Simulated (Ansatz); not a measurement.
A geometry optimisation of GaH4MgSi− with B3LYP-D3(BJ)/def2-SVPD

The starting geometry of this gas-phase singlet was optimised with r2SCAN-D4.

```yaml
atoms:
  - { symbol: Ga, position_ang: [0.0670, 1.0611, 1.2670] }
  - { symbol: Mg, position_ang: [-1.5724, -0.9900, 0.3660] }
  - { symbol: Si, position_ang: [0.6706, -0.1761, -0.8276] }
  - { symbol: H, position_ang: [-0.0207, 0.7127, -1.8633] }
  - { symbol: H, position_ang: [2.1259, 0.2323, -1.1091] }
  - { symbol: H, position_ang: [0.5085, 0.3510, 2.6362] }
  - { symbol: H, position_ang: [-0.1304, 2.6309, 1.4832] }
```

Q: Predict what it relaxes into with B3LYP-D3(BJ)/def2-SVPD.

A: A bond breaks, giving a structure given below by its coordinates. Distances that change by over a tenth: Mg2–Si3 (2.67 → 3.09 Å). Contacts that open: Ga1–Mg2 (2.78 → 4.92 Å).

The energy falls by 0.39 eV over 20 steps:

| step | E − E(last) (eV) |
| --- | --- |
| 1 | 0.394 |
| 3 | 0.359 |
| 5 | 0.316 |
| 7 | 0.281 |
| 9 | 0.215 |
| 12 | 0.091 |
| 14 | 0.046 |
| 16 | 0.017 |
| 18 | 0.000 |
| 20 | 0.000 |

Final geometry (Å):

```tsv
atom	x (Å)	y (Å)	z (Å)
Ga	0.6101	1.5270	1.3705
Mg	-1.9105	-2.0834	-0.8304
Si	0.2367	0.1095	-0.4734
H	0.0537	0.9787	-1.7058
H	1.5339	-0.6212	-0.7755
H	1.3861	1.0659	2.7010
H	-0.2615	2.8455	1.6660
```

Frequencies at the end are all real (lowest 49 cm⁻¹). Run with Ansatz 0.2.0, 45 s on 2 threads of Arm Neoverse V2, on a shared host.
